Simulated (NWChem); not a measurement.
# ZnSiH$_{4}$O; SMILES [OH][Zn][SiH3]

```xyz
7

Zn     0.4512    -0.4710     0.0004
O      0.7110    -2.2306     0.0005
H     -0.0694    -2.7922     0.0015
Si     0.2756     1.8690     0.0011
H     -1.1273     2.3083    -0.2892
H      1.1595     2.4913    -1.0357
H      0.6588     2.4541     1.3256
```
Atoms are numbered in this order, from 1.

Computed with NWChem. Pople sets run with spherical d functions. Structure relaxed at the PBE0/def2-SVP level. GIAO values for the isolated, static molecule; σ is the absolute isotropic shielding, δ = σ(reference) − σ with the isolated reference molecule computed at the same levels (1H: tetramethylsilane, 17O: water, 29Si: tetramethylsilane).

| level | σ Zn1 (ppm) | δ O2 (ppm) | δ H3 (ppm) | δ Si4 (ppm) | δ H5 (rotor mean) (ppm) |
|---|---|---|---|---|---|
| B3LYP/6-31G* | 1872.6 | 66.3 | 2.13 | -99.2 | 3.14 |
| PBE0/pcSseg-1 | ? | ? | ? | -136.7 | 3.16 |
| KT2/pcSseg-1 | 1666.1 | 56.1 | 1.54 | -135.9 | 3.20 |

Fill in the missing entries.


- PBE0/pcSseg-1, σ Zn1 (ppm): 1684.1
- PBE0/pcSseg-1, δ O2 (ppm): 29.9
- PBE0/pcSseg-1, δ H3 (ppm): 1.05
